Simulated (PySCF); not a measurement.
Calculated molecular-ion clusters (M+•, centroid m/z and relative intensity) of several compounds:

1. 99.0315 (100.0), 100.0344 (4.8), 101.0360 (0.5)
2. 83.0366 (100.0), 84.0395 (4.8)
3. 138.0262 (100.0), 139.0276 (9.6), 140.0234 (35.8), 141.0248 (3.2), 142.0211 (1.2)

Lines and terms under 0.3 % are left out. Candidates, as SMILES:
A. `CC(=O)CC#N`
B. `Cc1cc(O)on1`
C. `CCCO[SiH2]CCl`

Question: Match clusters and compounds, and give each formula.

Answer: 
1 = B, C4H5NO2, monoisotopic mass of the neutral 99.0320 u; relative to that species, one 13C gives 4.3 % at +1, one 15N gives 0.4 % at +1 and one 18O gives 0.4 % at +2.
2 = A, C4H5NO, monoisotopic mass of the neutral 83.0371 u; relative to that species, one 13C gives 4.3 % at +1 and one 15N gives 0.4 % at +1.
3 = C, C4H11ClOSi, monoisotopic mass of the neutral 138.0268 u; relative to that species, one 29Si gives 5.1 % at +1, one 13C gives 4.3 % at +1, one 37Cl gives 32.0 % at +2 and one 30Si gives 3.3 % at +2.

Question: What is the mean mass of the whole cluster 3, and how does it compare with the molar mass?

Answer: 138.667 u over all lines, faint ones too (the ion lacks one electron, 0.0005 u); standard atomic weights give 138.666 g/mol for C4H11ClOSi.

Question: Give the exact less the nominal mass of each, in mDa.

Answer: C4H5NO +37.1, C4H5NO2 +32.0, C4H11ClOSi +26.8 (neutral, monoisotopic).

Abundances used (%; other tables differ somewhat): 12C 98.93, 13C 1.07; 16O 99.757, 17O 0.038, 18O 0.205; 14N 99.632, 15N 0.368; 1H 99.9885, 2H 0.0115; 28Si 92.2297, 29Si 4.6832, 30Si 3.0872; 35Cl 75.78, 37Cl 24.22.

Isomers would give the same cluster, so the cluster fixes the formula at best.
